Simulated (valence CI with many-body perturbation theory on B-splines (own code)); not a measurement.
## Level structure of Ba42+

Calculated by valence CI with perturbative core correlation (CI+MBPT): four valence electrons over a frozen Dirac-Fock core [Ne], radial functions for each j: 11 s, 11 p, 9 d, 7 f, 5 g, 2 h, 1 i, with the one-electron correlation potential Σ1 (screened to all orders), the two-electron term Σ2, the three-electron term Σ3, Breit, model QED; selected single and double excitations, second order for the rest (own B-spline code, finite nucleus).

The last digits are not significant, and no measured levels were compared; by estimate large intervals hold to a few tenths of a per cent, small ones and those within an open d or f shell to about a per cent.

Levels 1 to 45 of 64, with energies above the lowest level, (3s^2 3p1/2^2) J=0. "Leading %" is the weight of the configuration and term that name the level; weights of strongly mixed levels are sums over their largest components and can fall short. In the jj column 3d3/2^4 stands for four electrons in 3d with j = 3/2.

| No. | Configuration | Term | J | E (Ry) | Leading % | Second component | Leading jj |
| --- | --- | --- | --- | --- | --- | --- | --- |
| 1 | 3s2 3p2 | 3P | 0 | 0.000 | 72 | 27 % 3s2 3p2 1S | 3s^2 3p1/2^2 (99 %) |
| 2 | 3s2 3p2 | 3P | 1 | 6.507 | 99 |  | 3s^2 3p1/2 3p3/2 (99 %) |
| 3 | 3s2 3p2 | 1D | 2 | 7.000 | 61 | 38 % 3s2 3p2 3P | 3s^2 3p1/2 3p3/2 (98 %) |
| 4 | 3s2 3p2 | 3P | 2 | 13.864 | 60 | 38 % 3s2 3p2 1D | 3s^2 3p3/2^2 (98 %) |
| 5 | 3s 3p3 | 3P° | 2 | 14.447 | 41 | 37 % 3s 3p3 5S° | 3s 3p1/2^2 3p3/2 (93 %) |
| 6 | 3s2 3p2 | 1S | 0 | 14.935 | 71 | 27 % 3s2 3p2 3P | 3s^2 3p3/2^2 (97 %) |
| 7 | 3s 3p3 | 3D° | 1 | 15.969 | 40 | 19 % 3s 3p3 3P° | 3s 3p1/2^2 3p3/2 (82 %) |
| 8 | 3s2 3p 3d | 3F° | 2 | 17.837 | 72 | 21 % 3s2 3p 3d 1D° | 3s^2 3p1/2 3d3/2 (97 %) |
| 9 | 3s 3p3 | 5S° | 2 | 19.704 | 28 | 23 % 3s2 3p 3d 3D° | 3s^2 3p1/2 3d5/2 (54 %) |
| 10 | 3s2 3p 3d | 3D° | 1 | 19.914 | 49 | 20 % 3s2 3p 3d 1P° | 3s^2 3p1/2 3d3/2 (83 %) |
| 11 | 3s2 3p 3d | 3F° | 3 | 20.107 | 44 | 23 % 3s2 3p 3d 3D° | 3s^2 3p1/2 3d5/2 (79 %) |
| 12 | 3s 3p3 | 3D° | 2 | 21.468 | 39 | 22 % 3s2 3p 3d 3P° | 3s 3p1/2 3p3/2^2 (52 %) |
| 13 | 3s 3p3 | 3D° | 3 | 21.874 | 74 | 21 % 3s2 3p 3d 3F° | 3s 3p1/2 3p3/2^2 (74 %) |
| 14 | 3s 3p3 | 3P° | 0 | 22.339 | 89 | 10 % 3s2 3p 3d 3P° | 3s 3p1/2 3p3/2^2 (89 %) |
| 15 | 3s 3p3 | 3P° | 1 | 22.966 | 42 | 23 % 3s 3p3 3D° | 3s 3p1/2 3p3/2^2 (82 %) |
| 16 | 3s 3p3 | 1D° | 2 | 23.203 | 55 | 12 % 3s2 3p 3d 3D° | 3s 3p1/2 3p3/2^2 (70 %) |
| 17 | 3s 3p3 | 3S° | 1 | 23.727 | 38 | 21 % 3s 3p3 1P° | 3s 3p1/2 3p3/2^2 (92 %) |
| 18 | 3s 3p2 3d | 5F | 1 | 25.947 | 51 | 29 % 3s 3p2 3d 3D | 3s 3p1/2^2 3d3/2 (94 %) |
| 19 | 3s 3p2 3d | 5F | 2 | 26.259 | 28 | 20 % 3s 3p2 3d 3D | 3s 3p1/2^2 3d3/2 (88 %) |
| 20 | 3s2 3p 3d | 3D° | 2 | 26.343 | 42 | 20 % 3s2 3p 3d 1D° | 3s^2 3p3/2 3d3/2 (75 %) |
| 21 | 3s2 3p 3d | 3F° | 3 | 26.350 | 33 | 31 % 3s2 3p 3d 1F° | 3s^2 3p3/2 3d3/2 (84 %) |
| 22 | 3s2 3p 3d | 3P° | 1 | 26.387 | 48 | 32 % 3s2 3p 3d 3D° | 3s^2 3p3/2 3d3/2 (84 %) |
| 23 | 3s2 3p 3d | 3P° | 0 | 26.488 | 88 | 10 % 3s 3p3 3P° | 3s^2 3p3/2 3d3/2 (88 %) |
| 24 | 3s2 3p 3d | 3F° | 4 | 26.614 | 99 |  | 3s^2 3p3/2 3d5/2 (99 %) |
| 25 | 3s2 3p 3d | 3P° | 2 | 26.683 | 40 | 30 % 3s2 3p 3d 1D° | 3s^2 3p3/2 3d5/2 (80 %) |
| 26 | 3s 3p2 3d | 5D | 3 | 28.136 | 27 | 23 % 3s 3p2 3d 3D | 3s 3p1/2^2 3d5/2 (90 %) |
| 27 | 3s2 3p 3d | 1F° | 3 | 28.522 | 50 | 46 % 3s2 3p 3d 3D° | 3s^2 3p3/2 3d5/2 (87 %) |
| 28 | 3s 3p2 3d | 3F | 2 | 28.768 | 23 | 18 % 3s 3p2 3d 1D | 3s 3p1/2^2 3d5/2 (77 %) |
| 29 | 3s2 3p 3d | 1P° | 1 | 28.837 | 62 | 21 % 3s2 3p 3d 3P° | 3s^2 3p3/2 3d5/2 (89 %) |
| 30 | 3s 3p3 | 3P° | 2 | 30.097 | 41 | 20 % 3s 3p3 1D° | 3s 3p3/2^3 (78 %) |
| 31 | 3p4 | 3P | 2 | 31.108 | 27 | 16 % 3s 3p2 3d 3F | 3s 3p1/2 3p3/2 3d3/2 (46 %) |
| 32 | 3s 3p2 3d | 5D | 0 | 31.507 | 62 | 12 % 3s 3p2 3d 3P | 3s 3p1/2 3p3/2 3d3/2 (81 %) |
| 33 | 3s 3p3 | 1P° | 1 | 31.535 | 42 | 23 % 3s 3p3 3S° | 3s 3p3/2^3 (88 %) |
| 34 | 3s 3p2 3d | 5D | 1 | 31.684 | 57 | 19 % 3s 3p2 3d 5F | 3s 3p1/2 3p3/2 3d3/2 (97 %) |
| 35 | 3s 3p2 3d | 5F | 3 | 31.913 | 48 | 33 % 3s 3p2 3d 3F | 3s 3p1/2 3p3/2 3d3/2 (90 %) |
| 36 | 3s 3p2 3d | 5F | 2 | 31.957 | 32 | 16 % 3s 3p2 3d 5D | 3s 3p1/2 3p3/2 3d3/2 (60 %) |
| 37 | 3p4 | 1S | 0 | 32.206 | 34 | 25 % 3s 3p2 3d 5D | 3p1/2^2 3p3/2^2 (58 %) |
| 38 | 3s 3p2 3d | 5F | 4 | 32.629 | 43 | 24 % 3s 3p2 3d 3F | 3s 3p1/2 3p3/2 3d3/2 (78 %) |
| 39 | 3s 3p2 3d | 5D | 4 | 33.124 | 52 | 24 % 3s 3p2 3d 5F | 3s 3p1/2 3p3/2 3d5/2 (94 %) |
| 40 | 3s 3p2 3d | 3F | 2 | 33.414 | 65 | 8 % 3s 3p2 3d 5P | 3s 3p1/2 3p3/2 3d3/2 (70 %) |
| 41 | 3s 3p2 3d | 5P | 3 | 33.553 | 42 | 15 % 3s 3p2 3d 3F | 3s 3p1/2 3p3/2 3d3/2 (60 %) |
| 42 | 3s 3p2 3d | 5P | 2 | 33.908 | 40 | 22 % 3s 3p2 3d 3P | 3s 3p1/2 3p3/2 3d3/2 (78 %) |
| 43 | 3s 3p2 3d | 5P | 1 | 33.971 | 42 | 20 % 3s 3p2 3d 3P | 3s 3p1/2 3p3/2 3d3/2 (91 %) |
| 44 | 3s 3p2 3d | 5F | 5 | 34.179 | 54 | 46 % 3s 3p2 3d 3G | 3s 3p1/2 3p3/2 3d5/2 (96 %) |
| 45 | 3s 3p2 3d | 3P | 2 | 34.220 | 35 | 20 % 3s 3p2 3d 5D | 3s 3p1/2 3p3/2 3d5/2 (78 %) |

The ionisation energy to 3s2 3p 2P°_1/2 of the next ion comes out as 3267.6 eV (NIST: 3266 ± 4 eV (theoretical)). All 64 levels together are meant to be complete up to 38.592 Ry.
